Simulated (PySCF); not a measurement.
Work out the structure from these simulated measurements.

Formula: C5H6F4.

* Polarisability: 64.5 au [CAM-B3LYP/def2-SVPD]
* Rotational structure: rotational constants A, B, C: 2.699, 1.003, 0.848 GHz [GFN2-xTB]
* 1H NMR: chemical shifts (computed TMS as zero) by class: 5.16 (2 H), 5.11 (1 H), 2.11 (3 H) ppm [GIAO PBE0/pcSseg-1]
* UV, strongest line: among the 8 lowest singlet transitions: S2 at 7.46 eV (166 nm, f = 0.487) [TDDFT CAM-B3LYP/def2-SVPD]
* Triplet: lowest triplet excitation (Tamm–Dancoff): 4.48 eV [TDA CAM-B3LYP/def2-SVPD]
* 13C NMR: chemical shifts (computed TMS as zero) by class: 170.7 (1 C), 124.1 (1 C), 110.0 (1 C), 87.6 (1 C), 21.7 (1 C) ppm [GIAO PBE0/pcSseg-1]

Electronic properties: PySCF, gas phase, density fitting. Levels stand in brackets. Isolated species at its GFN2-xTB geometry (one conformer only). NMR classes are plain means over equivalent atoms (diastereotopic ones count apart unless rotation or inversion swaps them), as if these changed places fast.

**Question.** Give a SMILES that accounts for the data.

**Answer.** Numbering: `[CH3:1]/[C:2]([F:3])=[CH:4]/[C:5]([F:6])([F:7])[CH2:8][F:9]`. Its formula, C5H6F4, gives 1 degree of unsaturation: 0 rings and 1 π bond in the structure found. 5 carbons fall into 5 classes; from least to most shielded: vinylic C–F carbon [C2] (170.7 ppm), CF2 carbon [C5] (124.1 ppm), alkene CH carbon [C4] (110.0 ppm), sp3 C–F carbon [C8] (87.6 ppm), allylic carbon [C1] (21.7 ppm). Hydrogen classes from least to most shielded: 2 H on an sp3 C–F carbon, C8 (5.16 ppm), 1 H on an alkene CH carbon, C4 (5.11 ppm), 3 H on an allylic carbon, C1 (2.11 ppm). The optimised geometry has point group Cs and is an asymmetric top. Structure: `C/C(F)=C/C(F)(F)CF`. Computed isomers that give other values at the same levels: `C/C(F)=C\CC(F)(F)F` (13C chemical shifts (computed TMS as zero) by class: 172.9 (1 C), 134.8 (1 C), 103.1 (1 C), 36.9 (1 C), 16.1 (1 C) ppm); `C[C@@H](F)CC(F)=C(F)F` (13C chemical shifts (computed TMS as zero) by class: 167.9 (1 C), 136.0 (1 C), 88.6 (1 C), 40.0 (1 C), 23.5 (1 C) ppm); `C=C(CF)CC(F)(F)F` (13C chemical shifts (computed TMS as zero) by class: 146.1 (1 C), 135.0 (1 C), 128.8 (1 C), 88.5 (1 C), 39.1 (1 C) ppm). The assignments are read from this structure; whether some other isomer fits the data as well wasn't checked.

The values belong to the conformer `[CH3:1]/[C:2]([F:3])=[CH:4]/[C:5]([F:6])([F:7])[CH2:8][F:9]`: C2–C4–C5–F6 -123°, C4–C5–C8–F9 180°.
